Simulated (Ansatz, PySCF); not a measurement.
Gas-phase reaction R1 → P1 + P2, each structure at its B3LYP-D3(BJ)/def2-TZVP stationary point, reached from a drawn start (curvature not checked).
R1: CH6Si (SMILES C[SiH3]), charge 0, multiplicity 1.
P1: CH4Si (SMILES C[SiH]), charge 0, multiplicity 1.
P2: H2 (SMILES [H][H]), charge 0, multiplicity 1.

P less R. No zero-point or thermal terms.

Frozen-core correlation throughout. CBS: X⁻³ extrapolation of the correlation energy, Hartree–Fock from the larger set.

Run with Ansatz (Gaussian orbitals); PySCF for the D3/D4 terms. All values are computed, each at the level named.

| level | reaction energy (kJ/mol) |
|---|---|
| HF/cc-pV(D+d)Z | 263.0 |
| PBE-D3(BJ)/def2-TZVPP | 251.1 |
| r2SCAN-D3(BJ)/def2-TZVPP | 269.2 |
| r2SCAN-D4/def2-TZVPP | 269.1 |
| B2PLYP-D3(BJ)/def2-TZVPP | 256.0 |
| B2PLYP-D4/def2-TZVPP | 255.7 |
| MP2/cc-pV(T+d)Z | 262.0 |
| CCSD/cc-pV(D+d)Z | 248.1 |
| CCSD(T)/CBS(cc-pV(T+d)Z, cc-pV(Q+d)Z) | [?] |

Fill in the missing entries.


- CCSD(T)/CBS(cc-pV(T+d)Z, cc-pV(Q+d)Z), reaction energy (kJ/mol): 256.3

Ansatz is an electronic-structure program.
